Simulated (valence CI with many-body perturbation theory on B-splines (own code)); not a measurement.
# Ca¹⁵⁺ in three bases

Computed by relativistic CI+MBPT: three valence electrons over a frozen Dirac-Fock core [He], a basis of 9 s, 9 p, 8 d, 6 f, 3 g, 1 h functions for each j, with the one-electron correlation potential Σ1 (screened to all orders), the two-electron term Σ2, the three-electron term Σ3, Breit, model QED; selected single and double excitations, second order for the rest, scaled by the run's own slope (own B-spline code, finite nucleus).

No measured spectrum was set against this ion. As an estimate, levels of excited configurations hold to 0.05 to 0.15 % of their energy, terms of the ground configuration to about 0.5 %.

The reference run has the lowest level 2s²2p ²P°_1/2 and an ionisation energy of 973.736 eV. Its largest variational space holds 10757 state functions.

Names give the largest LS component (configuration and term), which can be under half, so a name can repeat, a term be missing and a line seem to break the LS rules; names also repeat where a configuration has a term twice.

Changed runs:
A. basis 6 s, 6 p, 5 d, 3 f, 1 g
B. basis 5 s, 5 p, 4 d, 2 f

Excitation energies of the reference run in cm⁻¹, and shifts in cm⁻¹:

```
                 Level  Reference       A       B
         2s²2p ²P°_3/2      36620    -1.5    -3.6
          2s2p² ⁴P_1/2     267648    -140    -403
          2s2p² ⁴P_3/2     282161    -144    -412
          2s2p² ⁴P_5/2     300454    -139    -405
          2s2p² ²D_3/2     479574    +125    +381
          2s2p² ²D_5/2     482164    +123    +373
          2s2p² ²S_1/2     592564    +205    +622
          2s2p² ²P_1/2     634263    +178    +564
          2s2p² ²P_3/2     646118    +151    +501
           2p³ ⁴S°_3/2     834691    -122    -355
           2p³ ²D°_3/2     940180    +119    +350
           2p³ ²D°_5/2     945013    +119    +343
Ionisation energy (eV)    973.736  -0.017  -0.055
```
